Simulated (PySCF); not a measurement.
## Sc⁺: interval between two levels

Sc⁺ [Ar] 3d1 4s1 [3D3, M_J = 3] → Sc⁺ [Ar] 3d2 [3F4, M_J = 4], as a difference of total energies. Computed with PySCF 2.14 in x2c-TZVPall-2c, with the two-component X2C-1e Hamiltonian. Correlated levels: [Ne] frozen. "Screened" scales the spin-orbit matrix elements by Boettger's factors to mimic the two-electron term; Breit and QED terms are absent.

```tsv
method	interval between two levels (cm⁻¹)
GHF (spin-free)	7756.7
GMP2 (spin-free)	7950.6
GHF (screened spin-orbit)	7762.9
GMP2 (screened spin-orbit)	7963.3
```

Errors of the correlated levels include the incompleteness of this basis and the frozen core.

The labels give the starting determinants; with spin-orbit coupling the two ends relaxed to ⟨J²⟩ = 12.01, ⟨L²⟩ = 6.01, ⟨S²⟩ = 2.00 and ⟨J²⟩ = 20.00, ⟨L²⟩ = 12.00, ⟨S²⟩ = 2.00.

For comparison: 4810.0 cm⁻¹ (measured; NIST Handbook of Basic Atomic Spectroscopic Data (Sansonetti and Martin, J. Phys. Chem. Ref. Data 34, 1559 (2005))).
